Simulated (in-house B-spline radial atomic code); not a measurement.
## Excitations of Sc3+ by several methods

Full response, energies in eV; labels give the largest channel, * marks a mixed state, a dash one above the method's threshold, and an imaginary frequency an unstable closed-shell reference. Computed with an all-electron radial atomic-structure program (B-spline basis): linear response of the closed shell [Ne] 3s2 3p6 with each method's own kernel (bare exchange for TDHF, static screening on G0W0 levels for BSE, the adiabatic kernel for functionals); non-relativistic, point nucleus, no spin-orbit coupling, no double excitations, S, P, D and F terms only. Only terms of natural parity with L up to 3 were computed.

```json
{"method": "TDHF", "3p → 3d 3P": "29.058", "3p → 3d 3F": "29.779", "3p → 3d 1F": "33.20", "α (bohr³)": "2.137"}
{"method": "BSE on G0W0@HF", "3p → 3d 3P": "30.07", "3p → 3d 3F": "30.96", "3p → 3d 1F": "33.86", "α (bohr³)": "2.111"}
{"method": "LDA VWN5", "3p → 3d 3P": "?", "3p → 3d 3F": "?", "3p → 3d 1F": "?", "α (bohr³)": "?"}
{"method": "PBE", "3p → 3d 3P": "29.587", "3p → 3d 3F": "29.860", "3p → 3d 1F": "32.74", "α (bohr³)": "2.164"}
{"method": "PBE0", "3p → 3d 3P": "29.581", "3p → 3d 3F": "29.991", "3p → 3d 1F": "33.00", "α (bohr³)": "2.15"}
{"method": "B3LYP (VWN-RPA)", "3p → 3d 3P": "29.510", "3p → 3d 3F": "29.903", "3p → 3d 1F": "32.67", "α (bohr³)": "2.161"}
{"method": "CAM-B3LYP", "3p → 3d 3P": "29.489", "3p → 3d 3F": "29.932", "3p → 3d 1F": "32.69", "α (bohr³)": "2.164"}
{"method": "LC-wPBE", "3p → 3d 3P": "29.672", "3p → 3d 3F": "29.987", "3p → 3d 1F": "32.90", "α (bohr³)": "2.154"}
{"method": "wB97X", "3p → 3d 3P": "29.990", "3p → 3d 3F": "30.51", "3p → 3d 1F": "32.97", "α (bohr³)": "2.148"}
{"method": "HSE06", "3p → 3d 3P": "29.597", "3p → 3d 3F": "29.995", "3p → 3d 1F": "33.00", "α (bohr³)": "2.151"}
{"method": "BHandHLYP", "3p → 3d 3P": "29.416", "3p → 3d 3F": "29.928", "3p → 3d 1F": "32.90", "α (bohr³)": "2.149"}
{"method": "BLYP", "3p → 3d 3P": "?", "3p → 3d 3F": "?", "3p → 3d 1F": "?", "α (bohr³)": "?"}
{"method": "PBEsol", "3p → 3d 3P": "29.610", "3p → 3d 3F": "30.08", "3p → 3d 1F": "32.83", "α (bohr³)": "2.166"}
{"method": "BP86", "3p → 3d 3P": "29.674", "3p → 3d 3F": "29.870", "3p → 3d 1F": "32.70", "α (bohr³)": "2.162"}
{"method": "LDA exchange-only", "3p → 3d 3P": "29.110", "3p → 3d 3F": "30.01", "3p → 3d 1F": "32.72", "α (bohr³)": "2.197"}
{"method": "B97-1", "3p → 3d 3P": "29.788", "3p → 3d 3F": "30.22", "3p → 3d 1F": "32.76", "α (bohr³)": "2.153"}
{"method": "RPBE", "3p → 3d 3P": "29.586", "3p → 3d 3F": "29.811", "3p → 3d 1F": "32.72", "α (bohr³)": "2.163"}
{"method": "OLYP", "3p → 3d 3P": "29.484", "3p → 3d 3F": "30.09", "3p → 3d 1F": "32.80", "α (bohr³)": "2.148"}
```

**Question.** What does LDA VWN5 give?

**Answer.** 3p → 3d 3P: 29.736; 3p → 3d 3F: 30.48; 3p → 3d 1F: 32.82; α: 2.17 (eV, bohr³).

**Question.** What does BLYP give?

**Answer.** 3p → 3d 3P: 29.441; 3p → 3d 3F: 29.678; 3p → 3d 1F: 32.42; α: 2.173 (eV, bohr³).
